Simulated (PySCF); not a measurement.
# Zero-point energy and free energy from harmonic frequencies

System: boron monoxide dimer (B2O2), singlet, at the geometry optimised at the base level. Level: PySCF with HF/3-21G, frequencies. Sums are taken with unrounded values, so a last digit can differ.

Electronic energy -198.084838 Eh; harmonic frequencies (cm⁻¹, unscaled): 263, 263, 607, 607, 658, 2046, 2274. At 298.15 K and 1 atm the ideal-gas enthalpy is -198.064846 Eh and the entropy 57.87 cal/(mol K).

Task: Work out the zero-point energy, the thermal part of the enthalpy and the Gibbs energy.

Result: The frequencies add up to 6718 cm⁻¹; half of that over 219474.6 cm⁻¹/Eh is 0.01531 Eh = 9.60 kcal/mol (the program: 9.60). H - E - ZPE = 2.94 kcal/mol comes from translation, rotation, pV and thermally filled vibrations (RT = 0.592 kcal/mol). TS = 298.15 × 57.87/1000 = 17.25 kcal/mol = 0.02750 Eh, so G = H - TS = -198.09234 Eh.
